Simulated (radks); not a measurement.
Question: Radial electron density D(r) = 4 pi r^2 rho(r) of an atom or ion with 50 electrons. Method: Dirac Kohn-Sham, LDA (Slater exchange, Perdew-Wang correlation), spin-unpolarised, spherical densities, finite nucleus; Fermi nuclear charge, rms radius of each element as measured or else 0.836 A^(1/3) + 0.57 fm; computed with a radial shooting solver on a logarithmic mesh with Libxc functionals.

r (bohr)   D(r) (e/bohr)
0.0009866          1.655
0.001316           2.733
0.001741           4.401
0.002322           7.081
0.003073           11.03
0.004098           16.96
0.005466           25.18
0.007232           35.40
0.009646           47.34
0.01287            58.57
0.01702            65.60
0.0227             66.14
0.03004            61.26
0.04007            57.91
0.05344            64.83
0.07071            78.96
0.09431            83.80
0.1258             69.82
0.1664             58.81
0.222              66.87
0.2937             66.30
0.3917             39.69
0.5225             22.03
0.6913             24.01
0.922              19.74
1.22               9.735
1.627              5.001
2.17               3.555
2.871              1.856
3.83              0.5063
5.108            0.06230
6.758           0.003134

What is the nuclear charge?

Answer: Z = 51. The innermost maximum, from 1s, lies near gamma/Z bohr with gamma = sqrt(1 - (Z/c)^2) = 0.928, here 0.0182 bohr (found: 0.0200), and its height grows with Z. The density is that of the antimony ion Sb+ in [Kr] 4d8 5s1 5p5; the configuration itself is not fixed sharply by these data, and Z only to a few units. D(r) has 4 maxima, at r = 0.0200, 0.0878, 0.256, 0.731 bohr, and minima at 0.0391, 0.168, 0.553 bohr, inside which lie 2.02, 11.16, 29.05 electrons.
